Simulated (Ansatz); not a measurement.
`C=N[SiH](O)F` → `C=N` + `O[Si]F` at 600 K and 1 bar (silylene formation by 1,1-elimination).

Program: Ansatz. Geometries: PBE0-D4/def2-TZVP. ΔE: electronic, gas phase. CCSD(T)/CBS adds triple-zeta CCSD(T) − MP2 to the extrapolated MP2 energy (def2 sets, frozen cores). This one scheme is used for every species. One conformer a species, not always the lowest.

| species | CCSD(T)/CBS energy (Eh) | H − E (kJ/mol) | S (J/(mol·K)) |
| --- | --- | --- | --- |
| `C=N[SiH](O)F` | -559.32434 | 206.4 | 425.0 |
| `C=N` | -94.52360 | 129.6 | 259.4 |
| `O[Si]F` | -464.72778 | 73.4 | 309.1 |

H − E and S are ideal-gas, rigid-rotor, harmonic terms from PBE0-D4/def2-TZVP, for one conformer and one mirror image of each species. 1 Eh = 2625.50 kJ/mol, R = 8.31446 J/(mol·K).

By hand: ΔE, ΔH, ΔS and ΔG.

ΔE = (-94.52360) + (-464.72778) − (-559.32434) = 0.07296 Eh = 191.6 kJ/mol. Δ(H − E) = 129.6 + 73.4 − 206.4 = -3.4, so ΔH = 188.2 kJ/mol. ΔS = 259.4 + 309.1 − 425.0 = 143.5 J/(mol·K). ΔG = 188.2 − 600 × (143.5)/1000 = 102.1 kJ/mol.

By hand: the equilibrium constant, and the temperature at which ΔG would vanish if ΔH and ΔS stayed fixed.

log₁₀ K = −ΔG/(RT ln 10) = -8.9. ΔG = 0 at ΔH/ΔS = 1311 K.

The number of gas molecules changes by +1, which sets the sign of ΔS. A doubt of 5 kJ/mol in ΔE shifts log₁₀ K by 0.4 here. Other conformers and mirror images would add mixing entropy, several J/(mol·K) or more a flexible species. Modes under 60 cm⁻¹, often nearly free rotors, make the harmonic entropy too high. These are equilibria of isolated gas molecules and say nothing of rates. Largest T1 diagnostic: 0.015 (customary marks: 0.02 for closed shells, 0.045 for open ones).
